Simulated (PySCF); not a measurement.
(3Z)-4-fluoropenta-1,3-diene (C5H7F), SMILES C(=C)/C=C(/C)F.

Coordinates come from a PBE0-D3(BJ)/def2-SVP optimisation. One conformer was computed; it need not be the lowest.

Method: TDA-PBE/def2-SVPD (PySCF).

Vertical excitations. The molecule is in vacuum. State labels are in the subgroup Cs.

```tsv
state	symmetry	energy (eV)	λ (nm)	f	main pairs
S1	A"	5.52	225	0.000	HOMO→LUMO+1 100 %
S2	A'	5.77	215	0.809	HOMO→LUMO 72 %
S3	A"	6.19	200	0.006	HOMO→LUMO+2 100 %
S4	A"	6.33	196	0.003	HOMO→LUMO+4 100 %
S5	A'	6.38	194	0.318	HOMO→LUMO+3 44 %, HOMO−1→LUMO 34 %, HOMO→LUMO 17 %
S6	A"	6.75	184	0.016	HOMO→LUMO+5 98 %
S7	A"	6.84	181	0.000	HOMO−2→LUMO 98 %
S8	A"	7.26	171	0.000	HOMO−3→LUMO 100 %
S9	A"	7.40	168	0.000	HOMO→LUMO+6 100 %
S10	A'	7.74	160	0.008	HOMO→LUMO+7 88 %
T1	A'	3.09	401	0	HOMO→LUMO 98 %
T2	A'	5.23	237	0	HOMO−1→LUMO 58 %, HOMO→LUMO+3 40 %
T3	A"	5.44	228	0	HOMO→LUMO+1 100 %
T4	A'	6.05	205	0	HOMO→LUMO+3 59 %, HOMO−1→LUMO 41 %
```
Triplets are in the Tamm–Dancoff approximation.
